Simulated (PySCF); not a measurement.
Ranking problems on computed properties.

Species are written as SMILES; each is one conformer at its optimised geometry, gas phase, non-relativistic unless stated; the electronic structure was computed with PySCF and density fitting.

The conformers computed, where there is a choice (atom-mapped SMILES and torsion angles):
- `[CH3:1][C:2](=[O:3])[NH:4][SiH3:5]`: C1–C2–N4–Si5 -179°
- `[CH2:1]/[CH:2]=[CH:3]\[n:4]1[cH:5][cH:6][cH:7][cH:8]1`: C2–C3–N4–C5 162°
- `[CH2:1]=[CH:2][c:3]1[cH:4][pH:5][cH:6][c:7]1[CH3:8]`: C1–C2–C3–C4 -5°
- `[CH3:1][O:2]/[CH:3]=[N:4]\[SiH3:5]`: C1–O2–C3–N4 0°

The conformers of `C[C@@H]1CO[C@](C)(F)C1` and `CC#CP1C=CCC1` aren't listed.

(1) Rank by lowest singlet excitation, highest first (TDDFT PBE0/def2-SVPD at GFN2-xTB geometries).
A. `CC(=O)N[SiH3]`
B. `Cc1ccc(C)pc1`
C. `FC1=CCC=C1F`
D. `C[C@@H]1CO[C@@](F)(C)C1`
E. `CC1=C(C)C=PC=C1`

(2) By how much do the two ends of that ranking differ?

(3) Rank by dipole moment, lowest first (PBE0/def2-SVPD at GFN2-xTB geometries).
A. `CC1=C(C)C=PC=C1`
B. `Cc1ccc(C)pc1`
C. `C1(=CCC=C1F)F`
D. `N([SiH3])C(=O)C`

(4) Rank by electronic spatial extent ⟨r²⟩ about the centre of nuclear charge, highest first (PBE0/def2-SVPD at GFN2-xTB geometries).
A. `Cc1ccc(C)pc1`
B. `FC1=CCC=C1F`
C. `Cc1ccpcc1C`
D. `CC(=O)N[SiH3]`

(5) Rank by static isotropic polarisability, lowest first (PBE0/def2-SVPD at GFN2-xTB geometries).
A. `C[C@@H]1CO[C@](C)(F)C1`
B. `C1C=C(F)C(F)=C1`
C. `CC(=O)N[SiH3]`
D. `CC1=C(C)C=PC=C1`

(6) Rank by smallest rotational constant, lowest first (GFN2-xTB).
A. `CO/C=N\[SiH3]`
B. `FC1=CCC=C1F`
C. `c1cn(cc1)/C=C\[CH2]` [radical]
D. `CC(=O)N[SiH3]`
E. `CC1=C(C)C=PC=C1`
F. `C=Cc1c[pH]cc1C`

(7) By how much do the two ends of that ranking differ?

(8) Rank by HOMO energy, highest first (PBE0/def2-SVPD at GFN2-xTB geometries).
A. `CC1=C(C)C=PC=C1`
B. `CC(=O)N[SiH3]`
C. `CC#CP1C=CCC1`
D. `[C@H]1(CO[C@](F)(C1)C)C`

Results:

(1) D (7.69 eV), A (5.76 eV), C (5.30 eV), E (4.79 eV), B (4.63 eV).

(2) By 3.06 eV, between `C[C@@H]1CO[C@](C)(F)C1` and `Cc1ccc(C)pc1`.

(3) B (1.79 D), A (2.47 D), C (2.96 D), D (3.43 D).

(4) A (1212 bohr²), C (1149 bohr²), B (651 bohr²), D (611 bohr²).

(5) B (56.0 au), C (62.0 au), A (74.0 au), D (106.3 au).

(6) F (0.950 GHz), E (1.019 GHz), C (1.187 GHz), B (1.712 GHz), A (1.976 GHz), D (2.085 GHz).

(7) By 1.135 GHz, between `CC(=O)N[SiH3]` and `C=Cc1c[pH]cc1C`.

(8) C (-6.43 eV), A (-6.74 eV), B (-7.71 eV), D (-8.15 eV).
